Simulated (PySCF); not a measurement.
Static response to an electric field

C5H3F3.
Structure used (GFN2-xTB), in Å, numbered top down from 1:
```
atom  x, y, z in Å
F1    -2.5366   -0.8122   -0.3126
C2    -1.2941   -0.5223   -0.7553
F3    -1.3083    0.7803   -1.0822
F4    -1.1645   -1.1998   -1.9163
C5    -0.2367   -0.8665    0.2323
C6     0.5835    0.0453    0.7126
C7     1.0742    1.3971    0.8036
C8     1.6769    0.4747    1.5427
H9    -0.1963   -1.9042    0.5176
H10    0.9819    2.4044    0.4788
H11    2.4254    0.2059    2.2472
```

Level: PBE0/def2-SVPD (PySCF), static field, nuclei fixed, core orbitals frozen in the response. The polarisability tensor in these axes (au):

```
x   62.22 11.27 14.77
y   11.27 62.04  4.71
z   14.77  4.71 53.23
```

**Question.** What are the eigenvalues, a third of the trace, and Δα (Δα² = ½Σ(αi − αj)² over the three pairs)?

**Answer.** Principal values 41.74, 54.98 and 80.77 au; mean 59.16 au = 8.77 Å³ = 9.75 × 10⁻⁴⁰ C²·m²/J; Δα = 34.37 au (58 % of the mean).

**Question.** What is the dipole moment, and where does it point?

**Answer.** (3.70, 1.50, 2.80) D, 4.88 D in size, pointing from the negative to the positive side. Measured along this direction, the outermost atoms are F1 and F4 at the negative end and H11 at the positive end.

**Question.** Estimate the molar refractivity from the static electronic polarisability.

**Answer.** Lorentz–Lorenz: R = (4π/3)N_A α = 2.5225 cm³/(mol·Å³) × 8.77 Å³ = 22.1 cm³/mol, in the limit of long wavelengths.

**Question.** Find the Langevin capture rate constant for H3+ (3.023 u) meeting this molecule (120.019 u), k = 2.342 × 10⁻⁹ cm³/s × √(α in Å³ / reduced mass in u).

**Answer.** The reduced mass is 2.95 u, so k = 4.04 × 10⁻⁹ cm³/s. The formula leaves out the permanent dipole, which adds to the capture rate.

**Question.** Give the principal axes and the span of the nuclei along them.

**Answer.** Largest value along (0.70, 0.54, 0.47), where the nuclei span 5.22 Å; middle along (-0.32, 0.82, -0.47), 3.32 Å; least along (-0.64, 0.18, 0.75), 2.15 Å. The response follows the extents in order.

**Question.** Rayleigh depolarisation ratio (linearly polarised light, static tensor)?

**Answer.** ρ = 3Δα²/(45ᾱ² + 4Δα²) = 3544.4/(157507 + 4725.9) = 0.0218.

Isolated species at its GFN2-xTB geometry, gas phase.

The run behind these numbers computed excited states as well. Time: 37 s wall (with the writing of density and orbital grids); peak memory 0.77 GiB. Hardware: one thread, Intel Xeon at 2.60 GHz (x86_64), no GPU (shared host).
